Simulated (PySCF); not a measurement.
Removing an electron from B(PF3)H3

Compound: B(PF3)H3.
Geometry (PBE0-D3(BJ)/def2-SVP, Å), atoms numbered from 1 in this order:
```
atom  x, y, z in Å
B1     0.000    0.014   -1.094
P2    -0.003   -0.008    0.742
F3    -1.383    0.080    1.485
F4     0.778    1.129    1.491
F5     0.602   -1.265    1.463
H6     1.188   -0.040   -1.355
H7    -0.542    1.072   -1.355
H8    -0.640   -0.983   -1.376
```

Level: wB97X-D/def2-SVPD (PySCF). Frontier orbitals with their largest atomic shares (Löwdin; up to four atoms above 4 %):

| orbital | ε (eV) | main atoms |
| --- | --- | --- |
| HOMO−3 | -15.53 | F5 34 %, F3 33 %, F4 33 % |
| HOMO−2 | -12.17 | B1 35 %, P2 19 %, H7 9 %, H8 9 % |
| HOMO−1 | -11.80 | ? |
| HOMO | -11.80 | ? |
| LUMO | 1.55 | P2 40 %, B1 15 %, F5 11 %, F3 11 % |
| LUMO+1 | 1.57 | P2 40 %, B1 15 %, F3 12 %, F4 11 % |
| LUMO+2 | 1.68 | B1 44 %, P2 21 %, F5 9 %, F4 9 % |

Task: What vertical ionisation energy does ΔSCF give, and how far is −ε(HOMO) from it?

Result: ΔSCF: 12.44 eV (1200 kJ/mol; threshold wavelength 99.6 nm); ⟨S²⟩ of the doublet left behind is 0.757, against 0.75 for a pure doublet. −ε(HOMO) is 11.80 eV, 0.64 eV below it. For the exact functional −ε(HOMO) would equal the first vertical ionisation energy; wB97X-D (range-separated hybrid) falls short of its own ΔSCF value by 5 %. Holes in the HOMO−1 and HOMO−2 were tried too where these lie within 1.2 eV of the HOMO; the lowest converged state counts.

Task: On which atoms does the HOMO lie?

Result: HOMO: B1 43 %, H7 25 %, H8 16 %, P2 7 %; HOMO−1: B1 43 %, H6 26 %, H8 14 %, P2 8 %. These 2 orbitals lie within 0.02 eV of one another. The HOMO−2 lies 0.37 eV lower.

Task: Shift the occupied levels rigidly so that −ε(HOMO) equals the ΔSCF value. What binding energies result?

Result: The shift is +0.64 eV: HOMO 12.44, HOMO−1 12.44, HOMO−2 12.81, HOMO−3 16.17 eV. A rigid shift is only a rough guide to the deeper ionisations.

Task: What total energies stand behind the ΔSCF value?

Result: E(N) = -667.17855 Eh and E(N − 1) = -666.72130 Eh at the same geometry, 0.45725 Eh apart.

Task: What kinetic energy would electrons from this vertical process carry with 118.2 nm light (10.49 eV)?

Result: The photon is 1.95 eV short of the vertical value.

Isolated species at its PBE0-D3(BJ)/def2-SVP geometry, gas phase.

The run behind these numbers computed excited states and ΔSCF ions as well. On an Arm Neoverse V1 with one thread (shared host), this took 54 s of wall time.

wB97X-D is run here without its empirical dispersion term; that term would change no orbital, density or response property at a fixed geometry.
